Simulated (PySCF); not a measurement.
## I (iodine, neutral): UHF calculation

Configuration: [Kr] 4d10 5s2 5p5, 2P determinant. Computed with PySCF 2.14 in x2c-TZVPall (8s6p4d2f, 60 functions), with scalar relativity by spin-free X2C-1e.

- Total energy: -7112.659944 hartree
- One-electron energy: -9752.3119 hartree
- Hartree (Coulomb) energy: 2820.0251 hartree
- Exchange energy: -180.3731 hartree
- ⟨S²⟩: 0.7591
- ⟨L²⟩: 2.036
- Sum of ⟨r⟩: 38.07 bohr
- Sum of ⟨r²⟩: 61.51 bohr²
- Traceless quadrupole moment −½Σ⟨3z² − r²⟩ along its main axis: 2.73 e·bohr²
- Langevin diamagnetic susceptibility: -48.7 ×10⁻⁶ cm³/mol
- Time after the integrals: 0.48 s of wall time on 1 thread of Neoverse-N1 (shared host)

```json
{"shell": "1s α", "electrons": "1", "mean orbital energy (eV)": "-33332.1", "spread (eV)": "0", "rms radius, mean of both spins (bohr)": "0.0311"}
{"shell": "1s β", "electrons": "1", "mean orbital energy (eV)": "-33332.0", "spread (eV)": "0", "rms radius, mean of both spins (bohr)": "0.0311"}
{"shell": "2s α", "electrons": "1", "mean orbital energy (eV)": "-5249.2", "spread (eV)": "0", "rms radius, mean of both spins (bohr)": "0.127"}
{"shell": "2s β", "electrons": "1", "mean orbital energy (eV)": "-5249.2", "spread (eV)": "0", "rms radius, mean of both spins (bohr)": "0.127"}
{"shell": "2p α", "electrons": "3", "mean orbital energy (eV)": "-4707.9", "spread (eV)": "0.091", "rms radius, mean of both spins (bohr)": "0.113"}
{"shell": "2p β", "electrons": "3", "mean orbital energy (eV)": "-4707.8", "spread (eV)": "0.034", "rms radius, mean of both spins (bohr)": "0.113"}
{"shell": "3s α", "electrons": "1", "mean orbital energy (eV)": "-1102.1", "spread (eV)": "0", "rms radius, mean of both spins (bohr)": "0.334"}
{"shell": "3s β", "electrons": "1", "mean orbital energy (eV)": "-1102.0", "spread (eV)": "0", "rms radius, mean of both spins (bohr)": "0.334"}
{"shell": "3p α", "electrons": "3", "mean orbital energy (eV)": "-922.04", "spread (eV)": "0.248", "rms radius, mean of both spins (bohr)": "0.335"}
{"shell": "3p β", "electrons": "3", "mean orbital energy (eV)": "-921.94", "spread (eV)": "0.005", "rms radius, mean of both spins (bohr)": "0.335"}
{"shell": "3d α", "electrons": "5", "mean orbital energy (eV)": "-651.00", "spread (eV)": "0.211", "rms radius, mean of both spins (bohr)": "0.313"}
{"shell": "3d β", "electrons": "5", "mean orbital energy (eV)": "-650.96", "spread (eV)": "0.137", "rms radius, mean of both spins (bohr)": "0.313"}
{"shell": "4s α", "electrons": "1", "mean orbital energy (eV)": "-211.03", "spread (eV)": "0", "rms radius, mean of both spins (bohr)": "0.787"}
{"shell": "4s β", "electrons": "1", "mean orbital energy (eV)": "-210.85", "spread (eV)": "0", "rms radius, mean of both spins (bohr)": "0.787"}
{"shell": "4p α", "electrons": "3", "mean orbital energy (eV)": "-151.97", "spread (eV)": "0.578", "rms radius, mean of both spins (bohr)": "0.845"}
{"shell": "4p β", "electrons": "3", "mean orbital energy (eV)": "-151.75", "spread (eV)": "0.008", "rms radius, mean of both spins (bohr)": "0.845"}
{"shell": "4d α", "electrons": "5", "mean orbital energy (eV)": "-62.647", "spread (eV)": "0.639", "rms radius, mean of both spins (bohr)": "0.994"}
{"shell": "4d β", "electrons": "5", "mean orbital energy (eV)": "-62.492", "spread (eV)": "0.346", "rms radius, mean of both spins (bohr)": "0.994"}
{"shell": "5s α", "electrons": "1", "mean orbital energy (eV)": "-25.035", "spread (eV)": "0", "rms radius, mean of both spins (bohr)": "2.14"}
{"shell": "5s β", "electrons": "1", "mean orbital energy (eV)": "-22.620", "spread (eV)": "0", "rms radius, mean of both spins (bohr)": "2.14"}
{"shell": "5p α", "electrons": "3", "mean orbital energy (eV)": "-11.355", "spread (eV)": "1.590", "rms radius, mean of both spins (bohr)": "2.64"}
{"shell": "5p β", "electrons": "2", "mean orbital energy (eV)": "-10.353", "spread (eV)": "0", "rms radius, mean of both spins (bohr)": "2.64"}
```

Densities and radii are taken from the X2C orbitals without a picture-change correction, which distorts them close to the nucleus.
